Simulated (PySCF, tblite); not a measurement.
Isomers of C7H14Si2. Computed values, GFN2-xTB/tblite, gas phase, harmonic and unscaled. Errors from tens to a few hundred cm⁻¹ against measured bands are possible. Modes of hydrogen on silicon can be 10 to 20 % off. One conformer each.

Electronic energies: PBE0/pcSseg-1 single points on the GFN2-xTB geometries (PySCF, gas phase).

```
                    SMILES  electronic energy, lowest = 0 (kJ/mol)
C=CCC1=C[Si@@H](C)[SiH2]C1                                     0.0
    CC[SiH2]C#C[SiH2]C1CC1                                   114.6
C#C/C=C(/C[SiH3])[SiH](C)C                                   130.4
```

Q: How do GFN2-xTB zero-point energies change the relative energies?

A: 
```
                    SMILES  ZPE (kJ/mol)  of it from modes above 1550 cm⁻¹  electronic (kJ/mol)  with ZPE, lowest = 0 (kJ/mol)  lowest mode (cm⁻¹)  rings
C=CCC1=C[Si@@H](C)[SiH2]C1         473.4                             258.0                  0.0                            0.0                  29      1
    CC[SiH2]C#C[SiH2]C1CC1         467.3                             247.6                114.6                          108.6                  4i      1
C#C/C=C(/C[SiH3])[SiH](C)C         456.1                             259.2                130.4                          113.1                  42      0
```

The zero-point energies span 17.3 kJ/mol, from `C#C/C=C(/C[SiH3])[SiH](C)C` to `C=CCC1=C[Si@@H](C)[SiH2]C1`. Slightly imaginary modes are left out of the zero-point energy: `CC[SiH2]C#C[SiH2]C1CC1` 4.0i cm⁻¹. The order is unchanged.

Q: And how do the electronic energies of GFN2-xTB itself compare?

A: `C=CCC1=C[Si@@H](C)[SiH2]C1` 0.0; `CC[SiH2]C#C[SiH2]C1CC1` 59.9; `C#C/C=C(/C[SiH3])[SiH](C)C` 76.5 kJ/mol, lowest = 0. Against the energies above, taken from the same isomer `C=CCC1=C[Si@@H](C)[SiH2]C1`, the largest difference is 54.7 kJ/mol.
